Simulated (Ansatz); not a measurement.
Program: Ansatz. Geometries: PBE0-D4/def2-TZVP. ΔE: electronic, gas phase. CBS: MP2 limit from def2 TZ/QZ plus the TZ coupled-cluster correction, frozen cores. This one scheme is used for every species. DFT in def2-TZVPP. Each species was taken in one conformer, which may not be the lowest.

Consider the ligand exchange at a B–N bond: `NB(N)O` + HCl → `NB(O)Cl` + NH₃.

`NB(N)O`:

```xyz
9

N    -0.632   -1.077    0.106
B     0.227    0.048   -0.041
N    -0.257    1.374    0.057
O     1.581   -0.094   -0.287
H    -0.320   -2.027    0.041
H    -1.616   -0.994    0.285
H     0.360    2.158   -0.048
H    -1.213    1.617    0.231
H     1.869   -1.005   -0.345
```

HCl:

Cartesian coordinates in Å:
```
Cl -0.271 -0.394 0.425
H 0.271 0.394 -0.425
```

`NB(O)Cl`:

Z-matrix (Å, degrees):
```
N
B 1 1.393
H 1 1.002 2 122.9
H 1 1.005 2 121.7 3 -180.0
O 2 1.360 1 120.7 3 -180.0
Cl 2 1.788 1 119.3 3 -0.0
H 5 0.959 2 113.0 1 -180.0
```

NH₃:

Z-matrix (Å, degrees):
```
N
H 1 1.013
H 1 1.013 2 107.1
H 1 1.013 2 107.1 3 -114.5
```

Task: Is it downhill or uphill in electronic energy at CCSD(T)/CBS, and by how much? (Best estimate.)

Result: The calculation gave: Downhill: ΔE = -4.0 kcal/mol.

Task: What do these levels give: r2SCAN0-D4, r2SCAN0, BHLYP, RPA@PBE/def2-TZVPP, CCSD(T)/def2-TZVPP, MP2/CBS(def2)? (An estimate is asked.)

Result: Ansatz gave: r2SCAN0-D4 -4.4, r2SCAN0 -4.4, BHLYP -3.1, RPA@PBE/def2-TZVPP -3.9, CCSD(T)/def2-TZVPP -4.0, MP2/CBS(def2) -4.8 kcal/mol.

Largest T1 diagnostic among the species: 0.011.

At CCSD(T), def2-SVP lies −0.8 kcal/mol from the extrapolated value and def2-TZVPP +0.0 kcal/mol. In def2-TZVPP, CCSD(T) changes the Hartree–Fock value by −1.1 kcal/mol (the triples alone add −0.6 kcal/mol) and MP2 by −1.9 kcal/mol. Leaving LDA and LC-ωPBE aside and taking each functional with its dispersion term where it has one, the values, not all of them listed here, spread over 2.6 kcal/mol, from revPBE-D4 to CAM-B3LYP-D4. LDA lies +2.0 kcal/mol from PBE without D4.
